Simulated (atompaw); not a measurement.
**Building the PAW (atompaw) potential for beryllium (LDA (PW92), scalar-relativistic).**

Be, PAW, made with atompaw 4.2.0.5 (LDA (PW92), scalar-relativistic). Core none, reference 1s2 2s0.5 2p0 (charge +1.5). Waves: 1s (bound): rc 0.50 bohr; 2s (bound): rc 3.00 bohr; 2p (bound, empty): rc 3.00 bohr; 2p channel at 2.7 Ry: rc 3.00 bohr; 3d channel at 0.25 Ry: rc 3.00 bohr. Local part: bessel scheme, radius 2.00 bohr. Core correction: none. Augmentation charge: sinc compensation charge, radius 1.88 bohr; PAW radius 3.00 bohr; waves and projectors: custom rrkj gramschmidtortho.

Question: Estimate the cutoffs (Ry, on a coarse ladder) from which the occupation-weighted sum of valence levels, in a spherical-Bessel basis at the reference potential, stays within 10 and 1 mRy of its value at 400 Ry.

Answer: 180 Ry and 260 Ry.

Question: What does a ghost test show?

Answer: No extra level below or beside the all-electron valence levels (s, p, d, f tested).

Question: Is the overlap operator S = 1 + Σ q|β⟩⟨β| positive definite (Bessel basis up to 400 Ry)?

Answer: Yes: its lowest eigenvalue is 0.59 (s channel).

Question: Which valence shell sets the plane-wave cutoff?

Answer: 1s: its level needs 230 Ry to come within 1 mRy, against 6 Ry for 2s.
